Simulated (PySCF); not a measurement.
# Polarisability and C₆ of Sb⁺ (antimony, charge +1)

[Kr] 4d10 5s2 5p2, high-spin 3P determinant. Computed with PySCF 2.14 in x2c-QZVPPall with one added diffuse shell each of s, p, d, f type (14s10p8d5f1g, 128 functions), with scalar relativity by spin-free X2C-1e. Coupled (time-dependent) response in atomic units; α is the mean over directions.

```tsv
method	mean α (bohr³)	α xx, yy, zz	C₆ (like pair)	S(−4)
PBE0	25.13	23.27, 26.06, 26.06	208.1	165.1
```

S(−4) is the Cauchy moment in α(ω) = α(0) + S(−4) ω² + …

Spin-orbit coupling is absent.

α(iu) at PBE0:

```tsv
u (hartree)	α(iu) (bohr³)
0	25.13
0.0500	24.73
0.100	23.60
0.200	20.07
0.300	16.27
0.500	10.58
0.750	6.751
1.00	4.775
1.50	2.908
2.00	2.037
3.00	1.204
5.00	0.5751
```

For an ion, C₆ is the dispersion term alone; charge-induced terms of lower order in 1/R come first.

The components differ because the open shell of this determinant is not spherical; for a pure term their mean is the scalar polarisability.
